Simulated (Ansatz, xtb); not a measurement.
**Relative energy of two isomers of C5H6N2O2**

We compare X, `COC1=N/C(=C/O)N=C1`, a singlet, with Y, `COc1c[nH]c(C=O)n1`, a singlet. Both are isolated molecules in the gas phase, relaxed with PBE-D3(BJ)/def2-SVP; the shapes shown needn't be the lowest conformers.

X (Å):

```yaml
atoms:
  - { symbol: C, position_ang: [1.1755, 3.6138, 1.1652] }
  - { symbol: C, position_ang: [0.7268, 1.5210, 0.2209] }
  - { symbol: C, position_ang: [-0.8368, 0.1416, 0.5191] }
  - { symbol: C, position_ang: [-1.9706, -0.5302, 0.9347] }
  - { symbol: C, position_ang: [0.9439, 0.3613, -0.6410] }
  - { symbol: N, position_ang: [-0.3774, 1.3774, 0.9357] }
  - { symbol: N, position_ang: [-0.0440, -0.4929, -0.4421] }
  - { symbol: O, position_ang: [1.5515, 2.5734, 0.2609] }
  - { symbol: O, position_ang: [-2.2670, -1.7195, 0.4277] }
  - { symbol: H, position_ang: [1.9503, 4.3966, 1.0777] }
  - { symbol: H, position_ang: [0.1780, 4.0238, 0.9030] }
  - { symbol: H, position_ang: [1.1243, 3.2329, 2.2065] }
  - { symbol: H, position_ang: [-2.6747, -0.1384, 1.6844] }
  - { symbol: H, position_ang: [-1.5237, -1.8919, -0.2170] }
  - { symbol: H, position_ang: [1.7711, 0.1918, -1.3448] }
```

Y (Å):

```yaml
atoms:
  - { symbol: C, position_ang: [0.2380, 3.5326, 1.8126] }
  - { symbol: C, position_ang: [-0.1097, 1.2605, 1.3543] }
  - { symbol: C, position_ang: [-0.4022, -0.0947, 1.6180] }
  - { symbol: C, position_ang: [0.0053, 0.2534, -0.5358] }
  - { symbol: C, position_ang: [0.1633, -0.1011, -1.9396] }
  - { symbol: N, position_ang: [-0.3194, -0.7003, 0.3953] }
  - { symbol: N, position_ang: [0.1374, 1.4628, 0.0387] }
  - { symbol: O, position_ang: [-0.0794, 2.2261, 2.2880] }
  - { symbol: O, position_ang: [0.0176, -1.2484, -2.3559] }
  - { symbol: H, position_ang: [0.2226, 4.1940, 2.6979] }
  - { symbol: H, position_ang: [-0.5038, 3.8805, 1.0630] }
  - { symbol: H, position_ang: [1.2404, 3.5552, 1.3356] }
  - { symbol: H, position_ang: [-0.6462, -0.6214, 2.5447] }
  - { symbol: H, position_ang: [-0.4631, -1.6843, 0.1539] }
  - { symbol: H, position_ang: [0.4299, 0.7667, -2.6060] }
```

Q: Which of the two would you expect CCSD(T)/def2-SVP + ΔMP2/def2-TZVPP electronic energies to favour?

A: Structure Y; the calculation gives E(Y) − E(X) = −9.6 kcal/mol.

How the difference moves with the method:

```tsv
level	geometry	E(Y) − E(X) (kcal/mol)	departure from the last row (kcal/mol)	job, with rough time for the two
GFN2-xTB	GFN2-xTB	−9.4	+0.2	optimisation, 0.38 s
HF/STO-3G	GFN2-xTB	−9.3	+0.2	single point, 2.7 s
r2SCAN-D4/def2-SVP	GFN2-xTB	−11.8	−2.3	single point, 16 s
PBE-D3(BJ)/def2-SVP	PBE-D3(BJ)/def2-SVP	−11.4	−1.9	optimisation, 94 s
HF/def2-SVP	PBE-D3(BJ)/def2-SVP	−14.2	−4.7	part of the CCSD(T) run
MP2/def2-SVP	PBE-D3(BJ)/def2-SVP	−14.5	−4.9	part of the CCSD(T) run
CCSD(T)/def2-SVP	PBE-D3(BJ)/def2-SVP	−12.4	−2.8	single point
CCSD(T)/def2-SVP + ΔMP2/def2-TZVPP	PBE-D3(BJ)/def2-SVP	−9.6		single point, 11 min
```

As drawn, Y has 1 C∷C, 4 C∷N, 1 C=O, 1 N–H in place of 1 C–O, 2 C=N, 2 C–N, 1 C=C, 1 O–H (∷ is an aromatic bond). Structure X has a 5-membered ring, Y a 5-membered ring (with an aromatic ring).

None of the levels shown reverses the order. The largest departure from CCSD(T)/def2-SVP + ΔMP2/def2-TZVPP is that of MP2/def2-SVP, 4.9 kcal/mol. The last row adds to CCSD(T) the change of the MP2 difference between the two basis sets, here +2.8 kcal/mol.

With thermal terms from frequencies at re-optimised GFN2-xTB minima (ideal gas, soft modes damped towards free rotors, one conformer each, 298.15 K, 1 atm): on the last row, ΔE + ΔZPE = −9.6, ΔH = −9.5, ΔG = −9.6 kcal/mol.

The correlated steps freeze 9 core orbitals. Programs: Ansatz 0.2.0, xtb 6.7.1; the last row on 2 threads of AMD EPYC (Zen 3) on a shared host.
